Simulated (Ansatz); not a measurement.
Program: Ansatz. Geometries: PBE0-D4/def2-TZVP. ΔE: electronic, gas phase. CBS: MP2 limit from def2 TZ/QZ plus the TZ coupled-cluster correction, frozen cores. This one scheme is used for every species. DFT in def2-TZVPP. Elements past krypton have def2 core potentials. For In outer-core shells are correlated without core-valence functions, which leaves a few kJ/mol of doubt a bond. One conformer a species, not always the lowest.

Reaction (ligand exchange at the In–C bond): `[CH3][InH][CH2][SiH3]` + PH₃ → `[CH3][InH][PH2]` + `C[SiH3]`

`[CH3][InH][CH2][SiH3]`:

```xyz
13

C     1.263   -1.041   -1.886
In   -0.089   -1.339   -0.237
C    -0.058    0.093    1.392
Si   -1.010    1.638    0.996
H     0.780   -0.400   -2.629
H     2.175   -0.542   -1.556
H     1.520   -1.984   -2.368
H    -1.213   -2.652   -0.164
H    -0.471   -0.380    2.287
H     0.986    0.357    1.590
H    -2.431    1.310    0.679
H    -0.435    2.305   -0.208
H    -1.018    2.636    2.103
```

PH₃:

```xyz
4

P    -0.483   -0.286   -0.147
H     0.377    0.321   -1.099
H     0.593   -0.893    0.552
H    -0.487    0.858    0.694
```

`[CH3][InH][PH2]`:

Z-matrix (Å, degrees):
```
C
In 1 2.153
H 1 1.090 2 111.2
H 1 1.091 2 110.4 3 -121.7
H 1 1.093 2 109.1 3 119.8
P 2 2.500 1 119.4 3 -11.5
H 2 1.730 1 122.5 3 164.7
H 6 1.420 2 94.1 1 -137.8
H 6 1.421 2 94.0 1 -43.2
```

`C[SiH3]`:

Z-matrix (Å, degrees):
```
C
Si 1 1.871
H 1 1.092 2 110.8
H 1 1.092 2 110.8 3 -120.0
H 1 1.092 2 110.8 3 120.0
H 2 1.488 1 110.7 3 -179.9
H 2 1.488 1 110.7 3 -59.9
H 2 1.488 1 110.7 3 60.1
```

```json
{"level": "r2SCAN", "ΔE (eV)": "-0.76"}
{"level": "SCS-MP2/def2-TZVPP", "ΔE (eV)": "-0.63"}
```

**Question.** What does CCSD(T)/CBS give? (Estimate.)

**Answer.** The calculation gave: -0.65 eV. The listed levels differ from it by -0.11, 0.02 eV.

Largest T1 diagnostic among the species: 0.013.

In def2-TZVPP, CCSD(T) changes the Hartree–Fock value by +0.11 eV (the triples alone add +0.01 eV) and MP2 by +0.11 eV. The D4 term adds +0.04 eV with B3LYP and +0.02 eV with PBE0; it sums over pairs of atoms, weighted by their polarisabilities, and B3LYP, whose exchange is more repulsive, gets the larger term.

B3LYP here is the variant with VWN-RPA as its local correlation; programs differ in this.
